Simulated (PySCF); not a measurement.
A series of related molecules.

All values: PBE0/def2-SVPD (PySCF) at PBE0-D3(BJ)/def2-SVP geometries, gas phase, one conformer each. Core orbitals are frozen in the response; Δα² is half the sum of the squared differences of the principal polarisabilities.

**Question.** Rank by vertical ionisation energy (ΔSCF), lowest first.
A. `O=CO[Si](C)(C)C`
B. `C(CC=C)=O`
C. `C(/C=O)=N/[H]`
D. `O=Cn1cccc1`
E. `CC#CC=O`

**Answer.** D (8.88 eV), B (9.55 eV), E (10.09 eV), A (10.21 eV), C (10.47 eV).

**Question.** Rank by dipole moment, lowest first.
A. `[CH2:1]=[CH:2][CH2:3][CH:4]=[O:5]` with C1–C2–C3–C4 -132°, C2–C3–C4–O5 -4°
B. `[H]/[N:1]=[CH:2]\[CH:3]=[O:4]` with N1–C2–C3–O4 0°
C. `[O:1]=[CH:2][n:3]1[cH:4][cH:5][cH:6][cH:7]1` with O1–C2–N3–C4 180°
D. `CC#CC=O` (2-butynal)

**Answer.** B (2.30 D), C (2.50 D), A (2.73 D), D (4.11 D).

**Question.** Rank by polarisability anisotropy Δα, lowest first.
A. `[O:1]=[CH:2][n:3]1[cH:4][cH:5][cH:6][cH:7]1` with O1–C2–N3–C4 180°
B. `[CH3:1][Si:2]([CH3:3])([CH3:4])[O:5][CH:6]=[O:7]` with Si2–O5–C6–O7 0°
C. `[CH3:1][N:2]([CH3:3])[C:4](=[O:5])[CH:6]=[O:7]` with N2–C4–C6–O7 -2°
D. `[H]/[N:1]=[CH:2]\[CH:3]=[O:4]` with N1–C2–C3–O4 0°
E. 2-butynal, `CC#CC=O`
F. `[CH2:1]=[CH:2][CH2:3][CH:4]=[O:5]` with C1–C2–C3–C4 -132°, C2–C3–C4–O5 -4°

**Answer.** B (1.51 Å³), D (2.68 Å³), F (3.36 Å³), C (4.43 Å³), A (6.64 Å³), E (6.98 Å³).

All values together:

```
            SMILES    formula  μ (D)  HOMO (eV)  LUMO (eV)  α (Å³)  Δα (Å³)  electrons  α per electron (Å³)  ΔSCF removal energy (eV)
   C[Si](C)(C)OC=O  C4H10O2Si   2.25      -8.18      -0.03   11.82     1.51         64                0.185                     10.21
           CC#CC=O      C4H4O   4.11      -7.92      -1.88    7.96     6.98         36                0.221                     10.09
O=CN([SiH3])[SiH3]   CH7NOSi2   2.87      -8.09      -0.33   11.44     3.38         56                0.204                     10.17
       [H]/N=C\C=O     C2H3NO   2.30      -8.03      -2.85    5.19     2.68         30                0.173                     10.47
           C=CCC=O      C4H6O   2.73      -7.48      -0.83    7.87     3.36         38                0.207                      9.55
        O=Cn1cccc1     C5H5NO   2.50      -6.88      -1.34   10.14     6.64         50                0.203                      8.88
     CN(C)C(=O)C=O    C4H7NO2   2.85      -7.52      -2.26    9.60     4.43         54                0.178                         –
```

Conformers: `[CH3:1][Si:2]([CH3:3])([CH3:4])[O:5][CH:6]=[O:7]` with Si2–O5–C6–O7 0°; `[H]/[N:1]=[CH:2]\[CH:3]=[O:4]` with N1–C2–C3–O4 0°; `[CH2:1]=[CH:2][CH2:3][CH:4]=[O:5]` with C1–C2–C3–C4 -132°, C2–C3–C4–O5 -4°; `[O:1]=[CH:2][n:3]1[cH:4][cH:5][cH:6][cH:7]1` with O1–C2–N3–C4 180°; `[CH3:1][N:2]([CH3:3])[C:4](=[O:5])[CH:6]=[O:7]` with N2–C4–C6–O7 -2°.

A dash marks a removal energy that wasn't run or isn't settled.

**Question.** By how much does the ΔSCF value exceed −ε(HOMO) over the species that have both?

**Answer.** By 1.99 to 2.43 eV, 2.13 eV on average, over 6 species.
